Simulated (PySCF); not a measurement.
# Assignment exercise: C$_{2}$H$_{10}$N$_{2}$O$_{2}$Si$_{2}$

Cartesian coordinates in Å; atom numbers follow the order of the lines, from 1:
```xyz
18

N     2.596    0.497   -0.894
Si    1.427    0.089    0.302
C     0.697   -1.590   -0.222
O    -0.244   -1.478   -1.279
C    -1.482   -0.907   -0.885
Si   -1.392    0.962   -0.505
O    -2.705    1.536    0.270
N     0.030    1.121    0.467
H     3.030    1.405   -0.884
H     2.445    0.193   -1.842
H     2.090    0.084    1.605
H     0.230   -2.108    0.626
H     1.477   -2.246   -0.611
H    -2.151   -1.095   -1.727
H    -1.881   -1.477   -0.030
H    -1.401    1.782   -1.713
H    -2.950    1.222    1.137
H     0.175    2.016    0.909
```

Theory: σ from GIAO-PBE0/pcSseg-1, GFN2-xTB structure, in PySCF (averaged over atoms made equivalent by symmetry, fast rotation or ring inversion, one computed conformer, non-relativistic Hamiltonian, no solvent model).

Referencing at the same level of theory: $^{13}$C (σref 186.93) and $^{1}$H (σref 31.72) vs TMS.

Question: Assign these signals to the numbered atoms. $^{13}$C{$^{1}$H} NMR (computed): δ 67.1 (CH2), 64.2 (CH2).

Answer: 
| δ (ppm) | atoms | environment | reason |
| --- | --- | --- | --- |
| 67.1 | C5 | sp3 CH2 bonded to O and Si | the inductive effect lowers its shielding |
| 64.2 | C3 | sp3 CH2 bonded to O and Si | – |

Question: Assign these signals to the numbered atoms. $^{1}$H NMR (300 MHz, computed): δ 5.00 (m, 1H), 4.68 (m, 1H), 3.74 (m, 1H), 3.67 (m, 1H), 3.13 (m, 1H), 3.08 (m, 1H), 1.40 (br s, 1H), 1.24 (br s, 1H), 1.04 (br s, 2H).

Answer: 
| δ (ppm) | atoms | environment | reason |
| --- | --- | --- | --- |
| 5.00 | H16 | hydrogen on a silicon bonded to C, N, O, in a 6-membered ring | – |
| 4.68 | H11 | hydrogen on a silicon bonded to C, 2 N, in a 6-membered ring | – |
| 3.74 | H14 | hydrogen on an sp3 CH2 bonded to O and Si | its carbon carries O, which withdraws density |
| 3.67 | H13 | hydrogen on an sp3 CH2 bonded to O and Si | – |
| 3.13 | H12 | hydrogen on an sp3 CH2 bonded to O and Si | – |
| 3.08 | H15 | hydrogen on an sp3 CH2 bonded to O and Si | – |
| 1.40 | H17 | hydrogen on an oxygen bonded to Si | exchangeable, gas-phase position |
| 1.24 | H18 | hydrogen on a nitrogen bonded to 2 Si, in a 6-membered ring | labile proton, position sensitive to the medium |
| 1.04 | H9/H10 | hydrogen on a nitrogen bonded to Si | exchangeable, gas-phase position |

H14 and H13; H12 and H15 lie closer than the usual error of such a calculation, so a measured spectrum could show them in the other order.

OH and NH positions are those of a molecule without intermolecular hydrogen bonds; in solution they move with solvent, concentration and temperature, and exchange usually removes their couplings. Shifts are as computed. Against solution values, carbons near 30 ppm lie about +3 ppm off and those near 130 ppm about +5 ppm. Of 1211 compounds with measured shifts, 218 miss one by over three times the rms of a fit or turn the order of signals round; such compounds aren't used in these exercises. Multiplicities follow the n + 1 count of equivalent neighbours, as no J values were calculated; m marks all less simple cases, F and P coupling included.
